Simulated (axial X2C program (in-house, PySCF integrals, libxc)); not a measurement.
HfS: cheaper levels and CCSD(T), two-component

All values were computed with an in-house all-electron X2C program for linear molecules (integrals from PySCF). Two-component (2c) means X2C with spin–orbit coupling and atomic mean-field two-electron Coulomb and Gaunt terms. Basis: Hf dyall-cv3z [13s14p9d7f4g], S dyall-av3z [9s8p3d2f] (cores contracted in-house); Gaussian nuclei, density fitting, unrestricted open shells. Masses: Hf 179.947 u, S 31.972 u.

State: Ω = 0 (closed shell); fragments Hf + S.

| level | Re (Å) | ωe (cm⁻¹) |
| --- | --- | --- |
| PBE0 | 2.151 | 541.4 |
| HF | 2.169 | 553.9 |
| MP2 | 2.180 | 526.8 |
| CCSD | 2.180 | 533.0 |
| PBE50 | 2.139 | 560.3 |

Correlated methods: 10 electrons correlated (number of frozen shells: Hf 5 s, 4 p, 2 d, 1 f; S 2 s, 1 p), 316 virtual spin orbitals or spinors in MP2, 90 natural virtuals in coupled cluster.

CCSD(T), same Hamiltonian and basis:

Re = 2.192 Å, ωe = 514.5 cm⁻¹, De = 5.81 eV; T1 = 0.028 (Lee–Taylor normalisation).

Problem. Give the differences from CCSD(T) in the columns below.

Solution. 

```csv
level,ΔRe (Å),Δωe (cm⁻¹)
PBE0,-0.041,27
HF,-0.023,39
MP2,-0.012,12
CCSD,-0.012,18
PBE50,-0.053,46
```

Occupations by symmetry block were frozen at the best pattern of an incomplete PBE0 search. Closed shells are restricted here (equal orbitals for both partners); the stretched side of such a curve lies too high. De is counted from the lowest determinant-based energies of the atoms at the same level, without counterpoise correction. De is not given where an atomic determinant may have missed its ground term or J level, or where the truncated virtual space spoils (T). CCSD and (T) use frozen natural virtuals with an MP2 correction for the truncation; (T) itself is uncorrected, so its De runs slightly low. Without a current term, density functionals place determinants with orbital angular momentum somewhat too high. The outer-core s and p shells of the metal are frozen in the correlated rows, which leaves out core–valence correlation; for alkali and alkaline-earth bonds that tends to lengthen them. The T1 diagnostic is large, a sign of multireference character. With the outer-core shells frozen, correlated bond lengths of heavy atoms tend to come out a few hundredths of an ångström too long.
